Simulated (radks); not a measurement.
Valence configurations of the arsenic ion As2+ (all share [Ar]). Calculated with a radial shooting solver on a logarithmic mesh with Libxc functionals: scalar-relativistic Kohn-Sham, PBEsol, spin-unpolarised, spherical densities, point nucleus. Energies are relative to 3d10 4s2 4p1; eigenvalues in eV.

| valence | E (eV) | e(3d) | e(4p) | e(4s) |
|---|---|---|---|---|
| 3d10 4s2 4p1 | 0.000 | -61.957 | -22.697 | -33.491 |
| 3d10 4s1.5 4p1.5 | 5.413 | -62.767 | -23.082 | -33.942 |
| 3d10 4s1 4p2 | 10.859 | -63.565 | -23.457 | -34.381 |
| 3d10 4s0.5 4p2.5 | 16.336 | -64.349 | -23.821 | -34.807 |
| 3d9 4s2 4p2 | 43.821 | -73.634 | -25.123 | -36.754 |
| 3d9 4s1.5 4p2.5 | 49.651 | -74.387 | -25.469 | -37.160 |
| 3d9 4s0.5 4p3.5 | 61.402 | -75.861 | -26.134 | -37.944 |
| 3d8 4s2 4p3 | 97.203 | -85.810 | -27.436 | -39.866 |
| 3d8 4s1.5 4p3.5 | 103.43 | -86.513 | -27.751 | -40.236 |
| 3d8 4p5 | 122.28 | -88.566 | -28.660 | - |

NIST lists [Ar] 3d10 4s2 4p1 as the ground configuration; this level of theory agrees among the configurations tried. The energies are those of spherical spin-averaged densities, not of single terms.
